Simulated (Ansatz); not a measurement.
In₃P₃⁺, relaxed as a doublet with UKS PBE-D4/def2-SVP in Ansatz, starting from the GFN2-xTB geometry. Force threshold 0.02 eV/Å.

In the def2 sets In takes a core potential; there is no spin–orbit coupling. The structure comes from a short search, and lower isomers may exist.

Start:

| atom | x (Å) | y (Å) | z (Å) |
| --- | --- | --- | --- |
| In1 | 2.3594 | -1.5248 | 0.4572 |
| In2 | 0.2750 | 2.8359 | 0.9233 |
| In3 | -2.2798 | -0.0974 | -1.6063 |
| P4 | 0.4984 | 0.4095 | -0.7346 |
| P5 | -0.4633 | 0.0100 | 1.1637 |
| P6 | -0.3898 | -1.6332 | -0.2032 |

```
step  energy (eV)  largest force component (eV/Å)  SCF passes
   1  -43364.9304                           0.846          21
   2  -43364.9682                           0.273          22
   3  -43364.9820                           0.082          23
   4  -43364.9889                           0.109          23
   5  -43365.0106                           0.158          23
   6  -43365.0363                           0.155          23
   7  -43365.0564                           0.066          24
   8  -43365.0604                           0.050          22
   9  -43365.0617                           0.063          22
  10  -43365.0636                           0.031          22
  11  -43365.0641                           0.044          22
  12  -43365.0649                           0.022          22
  13  -43365.0651                           0.013          24
```

Force components are those of the run's own axes.

End:

Cartesian coordinates in Å:
```
In 2.358 -1.993 0.173
In -0.587 2.897 0.635
In -1.928 0.282 -1.554
P 0.841 0.290 -0.591
P -0.154 0.056 1.379
P -0.531 -1.532 -0.042
```

By distances, no bond broke or formed. The bond that changes most is In2–P4, from 2.95 to 3.22 Å (atoms count from 1). The end is the same structure that another start reached, the lowest one found.

No frequencies were taken in this run, so the end may be a saddle point.

It took 38 s on 4 threads of Arm Neoverse V1 on a shared host.
